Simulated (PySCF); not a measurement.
CH7FOSi2. Atoms are numbered in the order given.

```xyz
12

O     -1.6366     1.4972    -0.3251
Si    -1.6220     0.1783     0.7139
Si     0.6260    -0.4850     0.6731
C      1.2048    -0.3113    -1.1349
F      2.5549    -0.6239    -1.2477
H     -2.4862     1.9320    -0.4677
H     -2.5173    -0.9193     0.2166
H     -2.1028     0.5372     2.0880
H      0.7899    -1.8984     1.1314
H      1.4649     0.3987     1.5381
H      0.6255    -0.9761    -1.8026
H      1.0392     0.7252    -1.4820
```

The structure is a stationary point at r2SCAN-D4/def2-SVP. The structure was generated by enumeration, and PubChem lists no compound with its InChIKey, so it may never have been made. One conformer was computed; it need not be the lowest.

Level of theory: HF/pcSseg-1 in PySCF.

GIAO shieldings, no solvent; atoms listed in one row are averaged. δ = σ(ref) − σ: ¹⁷O against H2O (σ = 333.0 ppm); ²⁹Si against TMS (σ = 393.8 ppm); ¹³C against TMS (σ = 192.6 ppm); ¹⁹F against CFCl3 (σ = 238.5 ppm); ¹H against TMS (σ = 31.99 ppm), references at their B3LYP-D3(BJ)/def2-TZVP geometries, non-relativistic.

| nucleus | atoms | count | δ (ppm) |
|---|---|---|---|
| ¹⁷O | O1 | 1 | -14.2 |
| ²⁹Si | Si2 | 1 | -25.1 |
| ²⁹Si | Si3 | 1 | -62.0 |
| ¹³C | C4 | 1 | 69.5 |
| ¹⁹F | F5 | 1 | -250.8 |
| ¹H | H12 | 1 | 5.04 |
| ¹H | H7, H8 | 2 | 4.98 |
| ¹H | H11 | 1 | 4.80 |
| ¹H | H10 | 1 | 4.26 |
| ¹H | H9 | 1 | 3.97 |
| ¹H | H6 | 1 | 1.32 |
